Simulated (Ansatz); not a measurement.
Input for Ansatz (an electronic-structure program): R-CCSD(T)/def2-SVPD on BrH3Sn (SMILES [Br][SnH3]) with ghost functions, monomers drawn apart or pushed together. Elements past Kr take the def2 small-core potentials; no spin–orbit coupling. The run froze 23 orbitals, filled d shells among them.

Ansatz 0.2 input:
```yaml
crystal:
  periodic: [false, false, false]
  atoms:
    - {symbol: Br, position_ang: [2.33329444, -0.32593754, 0.97760692]}
    - {symbol: Sn, position_ang: [0.43825955, 1.06202369, 0.04339666]}
    - {symbol: H, position_ang: [1.13793765, 1.63113501, -1.42276343]}
    - {symbol: H, position_ang: [0.13735796, 2.38632319, 1.06829482]}
    - {symbol: H, position_ang: [-0.88335386, 0.05540548, -0.32376279]}
basis:
  gaussian:
    orbitals: def2-SVPD
    ghost_atoms:
      - {symbol: N, position_ang: [-0.40721115, 0.00388053, 2.43500612]}
      - {symbol: H, position_ang: [-1.32963668, 0.17986338, 2.81733898]}
      - {symbol: H, position_ang: [-0.29517329, -0.99879743, 2.33453538]}
      - {symbol: H, position_ang: [0.27844834, 0.31012252, 3.11616648]}
magnetization: {spin_polarized: false}
correlation: {method: ccsd_t, electrons: outside_noble_gas}
scf: {lower_state_search: off}
```

Program output:

```
WARN ansatz: RAYON_NUM_THREADS=1 ignored (pool sized by the plan → 1); use --threads N
Functional definition: HF
these checks for a lower state are left out or cut short: stability, starts, cluster_reference, orbital_swaps, neighbouring_geometries, increment
integrals: 0.36 GiB planned
1416 factors; integrals over basis functions are off by at most 9.0e-4 eV
mean field: 0.54 GiB planned
mean field evaluation 1: about -75843.2955 eV, gradient 1.4e1 eV
mean field evaluation 2: about -75843.3117 eV, gradient 1.4e1 eV
mean field evaluation 4: about -75844.1018 eV, gradient 1.5e0 eV
mean field evaluation 8: about -75844.1113 eV, gradient 3.8e-5 eV
mean field -75844.11125859 eV, -2787.2196797682 hartree, gradient 2.6e-6 eV, S^2 0.000000; 0 other end points of the search recorded, 0 dependent functions left out
23 core orbitals not correlated
reference -75844.11125859 eV, -2787.2196797682 hartree; 7, 7 occupied and 111, 111 virtual orbitals, 1416 factors
second order -6.06752506 eV of doubles, -0.00000000 eV of singles
coupled cluster: 0.79 GiB planned
cycle   1  -6.73267595 eV  change   -6.7e-1 eV  update   6.5e-2
cycle   2  -6.96849617 eV  change   -2.4e-1 eV  update   2.2e-2
cycle   3  -6.99094420 eV  change   -2.2e-2 eV  update   6.6e-3
cycle   4  -6.98873630 eV  change    2.2e-3 eV  update   1.9e-3
cycle   5  -6.98830253 eV  change    4.3e-4 eV  update   5.3e-4
cycle   6  -6.98829426 eV  change    8.3e-6 eV  update   1.8e-4
cycle   7  -6.98830073 eV  change   -6.5e-6 eV  update   5.1e-5
cycle   8  -6.98830886 eV  change   -8.1e-6 eV  update   1.6e-5
perturbative correction -0.18065472 eV, -0.0066389386 hartree
Total energy: -75851.28022218 eV, -2787.4831343207 hartree
Checks for a lower state left out: stability, starts, cluster_reference, orbital_swaps, neighbouring_geometries, increment
```

Self-consistency was reached.

Cost: very roughly 10 core-seconds.
